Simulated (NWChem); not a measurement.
BH$_{3}$SeO$_{2}$; SMILES OB(O)[SeH]

```xyz
7

B      0.0026    -0.9724     0.0000
O      1.1545    -1.6967     0.0000
H      1.9634    -1.1783     0.0000
O     -1.1906    -1.6108     0.0000
H     -1.0753    -2.5688     0.0000
Se     0.0243     0.9990     0.0000
H     -1.4393     1.1044     0.0000
```
Atoms are numbered in this order, from 1.

Results from NWChem. Pople sets run with spherical d functions. Structure relaxed at the PBE0/def2-SVP level. Total energies compare along this basis series because the functional is fixed.

```csv
level,basis functions,energy (Ha),highest occupied level (eV),orbital gap (eV),dipole (D)
PBE/STO-3G,36,-2549.0601,-2.73,6.73,1.79
PBE/3-21G,55,-2565.8394,-5.44,5.46,1.73
PBE/6-31G*,80,-2577.9068,-5.67,5.29,1.59
PBE/6-311G**,116,-2578.2415,-5.81,5.02,1.46
```
